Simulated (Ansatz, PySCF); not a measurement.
Energy difference R1 + R2 → P1, each structure at its B3LYP-D3(BJ)/def2-TZVP stationary point, reached from a drawn start (curvature not checked).
P1: CH4O2 (SMILES OCO), charge 0, multiplicity 1.
R1, CH2O (SMILES C=O) (charge 0, multiplicity 1):
| atom | x (Å) | y (Å) | z (Å) |
|---|---|---|---|
| O | 0.0000 | 0.0000 | 1.1930 |
| C | 0.0000 | 0.0000 | -0.0059 |
| H | 0.0000 | 0.9388 | -0.5935 |
| H | 0.0000 | -0.9388 | -0.5935 |
R2: H2O (SMILES O), charge 0, multiplicity 1.

P less R. No zero-point or thermal terms.

Frozen-core correlation throughout. CBS(a, b) extrapolates the correlation energy as X⁻³ and adds the Hartree–Fock energy of set b.

Codes used: Ansatz (Gaussian basis) for Hartree–Fock, density functionals and correlated methods; PySCF for the D3/D4 terms. Each number belongs to the level named beside it.

PBE/def2-TZVPPD gives -0.646 eV for the reaction energy.

Question: How do the other levels lie against it? Give each less PBE: PBE-D3(BJ)/def2-TZVPPD, r2SCAN/def2-TZVPPD, PBE0/def2-TZVPPD, wB97M-V/def2-TZVPPD, B2PLYP/def2-TZVPPD, MP2/CBS(aug-cc-pVTZ, aug-cc-pVQZ), CCSD(T)/CBS(aug-cc-pVTZ, aug-cc-pVQZ).

Answer: PBE-D3(BJ)/def2-TZVPPD -0.036; r2SCAN/def2-TZVPPD -0.079; PBE0/def2-TZVPPD -0.109; wB97M-V/def2-TZVPPD -0.024; B2PLYP/def2-TZVPPD 0.101; MP2/CBS(aug-cc-pVTZ, aug-cc-pVQZ) 0.013; CCSD(T)/CBS(aug-cc-pVTZ, aug-cc-pVQZ) 0.015 eV. 3 of 7 lie above PBE; the widest gap is to PBE0/def2-TZVPPD.

Ansatz is a program for electronic structure.
